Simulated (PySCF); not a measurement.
## TDDFT excited states: C4H8ClFSi

C4H8ClFSi.
SMILES: `C=C(C)[Si@](C)(F)Cl`

The calculation used PySCF, TDDFT wB97X-D/def2-SVPD, vertical, gas phase, core orbitals frozen in the response. One conformer (not necessarily the lowest) at the GFN2-xTB geometry, without solvent, vibrations or thermal averaging. Torsions of this conformer, `[CH2:1]=[C:2]([CH3:3])[Si@:4]([CH3:5])([F:6])[Cl:7]`: C1–C2–Si4–C5 119°.

**Question.** Predict the UV-vis stick spectrum at this level.

**Answer.** 

```json
{"state": "S1", "E (eV)": "6.80", "E (kJ/mol)": "656", "λ (nm)": "182.3", "f": "0.0068", "|μ| (D)": "0.51", "main configurations (H = HOMO, L = LUMO)": "H-1→L (86%)"}
{"state": "S2", "E (eV)": "7.09", "E (kJ/mol)": "684", "λ (nm)": "174.8", "f": "0.402", "|μ| (D)": "3.87", "main configurations (H = HOMO, L = LUMO)": "H→L (94%)"}
{"state": "S3", "E (eV)": "7.73", "E (kJ/mol)": "746", "λ (nm)": "160.4", "f": "0.027", "|μ| (D)": "0.96", "main configurations (H = HOMO, L = LUMO)": "H→L+2 (47%), H→L+1 (44%)"}
{"state": "S4", "E (eV)": "7.93", "E (kJ/mol)": "765", "λ (nm)": "156.3", "f": "0.0034", "|μ| (D)": "0.34", "main configurations (H = HOMO, L = LUMO)": "H→L+2 (41%), H→L+1 (29%), H→L+3 (19%)"}
{"state": "S5", "E (eV)": "8.28", "E (kJ/mol)": "799", "λ (nm)": "149.8", "f": "0.039", "|μ| (D)": "1.11", "main configurations (H = HOMO, L = LUMO)": "H-1→L+2 (56%), H-3→L (9%), H-5→L (9%)"}
{"state": "S6", "E (eV)": "8.38", "E (kJ/mol)": "809", "λ (nm)": "147.9", "f": "0.0037", "|μ| (D)": "0.34", "main configurations (H = HOMO, L = LUMO)": "H-5→L (31%), H-1→L+2 (23%), H-2→L (12%)"}
{"state": "S7", "E (eV)": "8.56", "E (kJ/mol)": "826", "λ (nm)": "144.8", "f": "0.066", "|μ| (D)": "1.42", "main configurations (H = HOMO, L = LUMO)": "H-1→L+1 (69%), H-5→L (14%)"}
{"state": "S8", "E (eV)": "8.63", "E (kJ/mol)": "833", "λ (nm)": "143.7", "f": "0.0038", "|μ| (D)": "0.34", "main configurations (H = HOMO, L = LUMO)": "H→L+3 (50%), H→L+1 (12%), H→L+8 (9%)"}
```

Triplets, Tamm–Dancoff:

```json
{"state": "T1", "E (eV)": "4.36", "λ (nm)": "284.4", "main configurations (H = HOMO, L = LUMO)": "H→L (92%)"}
{"state": "T2", "E (eV)": "6.29", "λ (nm)": "197.2", "main configurations (H = HOMO, L = LUMO)": "H-1→L (84%), H-3→L (8%)"}
{"state": "T3", "E (eV)": "7.69", "λ (nm)": "161.3", "main configurations (H = HOMO, L = LUMO)": "H→L+2 (71%), H→L+1 (22%)"}
```

The lowest singlet comes at 182 nm (656 kJ/mol) in the vacuum ultraviolet; it is weak; its leading configuration is HOMO-1→LUMO (86%). The strongest level in the table is S2 at 7.09 eV (175 nm, f = 0.402). Löwdin shares by element: HOMO carbon 81% or more (atoms not listed hold the other 19%); LUMO carbon 63% or more, silicon 9%, chlorine 7% (atoms not listed hold the other 21%). The listed states span 1.83 eV, and the widest gap between neighbours is 0.64 eV (S2 to S3). Of the 8 states listed, 4 reach f = 0.01 and none stays under 0.0005. Orbital energies (eV): HOMO-3 -11.75, HOMO-2 -11.45, HOMO-1 -10.44, HOMO -9.74, LUMO 1.30, LUMO+1 2.00, LUMO+2 2.54. Only the lowest 8 singlets were computed, as vertical energies without vibronic structure.
